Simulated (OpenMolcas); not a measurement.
# Mo3+: moving or changing the point charges

Mo3+ among 6 point charges of -1.7 e arranged as a trigonal antiprism (D3d), 1.93 Å from the ion, with a polar angle of 48.2° against the regular 54.74°. The active orbitals were held to one l.
```
   0.0000    1.4380    1.2872  -1.70
  -1.2454   -0.7190    1.2872  -1.70
   1.2454   -0.7190    1.2872  -1.70
   0.0000   -1.4380   -1.2872  -1.70
   1.2454    0.7190   -1.2872  -1.70
  -1.2454    0.7190   -1.2872  -1.70
```

```json
{
  "Program": "OpenMolcas 26.06",
  "Method": "CASSCF",
  "Basis": "ANO-RCC-VTZP [7s6p4d2f1g]",
  "Scalar Hamiltonian": "DKH2, point nucleus",
  "Active space": "3 electrons in 5 orbitals (4d)",
  "State averaging": "2S+1 = 4 even, 10 roots; 2S+1 = 2 even, 40 roots",
  "Spin-orbit coupling": "RASSI with atomic mean-field integrals over the reference wave functions"
}
```

Runs around this geometry, states (labels of D3, the rotations of D3d). Energies in cm-1 above the lowest state or level, χT in cm3 K/mol.

```json
{"R (Å)": "1.93", "Polar angle / regular": "0.81", "Ground state": "4A2", "First state of that spin": "4E 8498", "First gap with spin-orbit (degeneracies)": "102.1 (2, 2)", "χT at 300 K": "1.541", "First state of another spin": "2E 5872"}
{"R (Å)": "1.93", "Polar angle / regular": "0.88", "Ground state": "4A2", "First state of that spin": "4E 11384", "First gap with spin-orbit (degeneracies)": "67.8 (2, 2)", "χT at 300 K": "1.616", "First state of another spin": "2E 10848"}
{"R (Å)": "2.03", "Polar angle / regular": "0.88", "Ground state": "4A2", "First state of that spin": "4E 9076", "First gap with spin-orbit (degeneracies)": "83.7 (2, 2)", "χT at 300 K": "1.542", "First state of another spin": "2E 12386"}
```

Taking the first state of the same spin as R^-n, n = -ln(9076 / 11384) / ln(2.03 / 1.93) = 4.5 between the shortest and longest distance.

Without dynamic correlation the repulsion within the d shell is too large (B by tens of per cent), so at a given field states of lower spin stand too high. This is an electrostatic model: the charges have no orbitals. No measured value stands beside these numbers.
